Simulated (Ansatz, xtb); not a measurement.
**Two isomers of CHNTe**

Structure X is `C#[N+][Te-]`, a singlet and structure Y is `N#C[TeH]`, a singlet. Both are isolated molecules in the gas phase, relaxed with B3LYP-D4/def2-TZVP.

Quicker runs give these differences E(Y) − E(X): GFN2-xTB −0.217 eV; HF/STO-3G −1.403 eV (at GFN2-xTB geometries); r2SCAN-D4/def2-SVP −0.578 eV (at GFN2-xTB geometries).

Problem. Estimate E(Y) − E(X) at the level CCSD(T)/def2-TZVPP.

Solution. Calculated at CCSD(T)/def2-TZVPP: E(Y) − E(X) = −0.762 eV, so structure Y lies lower.

The same difference at several levels:

```tsv
level	geometry	E(Y) − E(X) (eV)	departure from the last row (eV)	job, with rough time for the two
GFN2-xTB	GFN2-xTB	−0.217	+0.545	optimisation, 0.096 s
HF/STO-3G	GFN2-xTB	−1.403	−0.641	single point, 0.4 s
r2SCAN-D4/def2-SVP	GFN2-xTB	−0.578	+0.184	single point, 1.6 s
B3LYP-D4/def2-TZVP	B3LYP-D4/def2-TZVP	−0.490	+0.272	optimisation, 17 s
HF/def2-TZVPP	B3LYP-D4/def2-TZVP	−0.717	+0.045	part of the CCSD(T) run
MP2/def2-TZVPP	B3LYP-D4/def2-TZVP	−0.703	+0.060	part of the CCSD(T) run
CCSD(T)/def2-TZVPP	B3LYP-D4/def2-TZVP	−0.762		single point, 14 s
```

As drawn, Y has 1 C–Te, 1 Te–H in place of 1 N–Te, 1 C–H.

None of the levels shown reverses the order. The largest departure from CCSD(T)/def2-TZVPP is that of HF/STO-3G, 0.641 eV.

With harmonic frequencies from B3LYP-D4/def2-TZVP (ideal gas, rigid rotor, one conformer each, 298.15 K, 1 atm): on the last row, ΔE + ΔZPE = −0.857, ΔH = −0.852, ΔG = −0.915 eV.

The correlated steps freeze 6 core orbitals; the filled d shell of Te is correlated, in a basis made for valence electrons. Atoms past krypton carry core potentials in the def2 sets, other sets are all-electron and non-relativistic, and no spin–orbit term is included. Programs: Ansatz 0.2.0, xtb 6.7.1; the last row on 2 threads of Arm Neoverse V1 on a shared host.
